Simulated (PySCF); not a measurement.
## How methods differ on the ionisation energy of Rh

Rh [Kr] 4d8 5s1 (4F) → Rh⁺ [Kr] 4d8 (3F), as a difference of total energies. Calculation: PySCF 2.14, in cc-pVDZ-PP with ECP28MDF (4s4p3d1f, 38 functions); a scalar-relativistic core potential. Correlated levels: valence: 4s2 4p6 frozen. The calculations carry no spin-orbit coupling.

```tsv
method	ionisation energy (eV)	error (eV)
UHF	6.314	-1.165
BP86	8.060	+0.581
PBE0	7.587	+0.108
MP2 (valence)	7.007	-0.472
SCS-MP2 (valence)	6.838	-0.641
```

Reference: 7.479 eV (measured; NIST levels, between the centres of gravity of the two terms).

Errors of the correlated levels include the incompleteness of this basis and the frozen core.
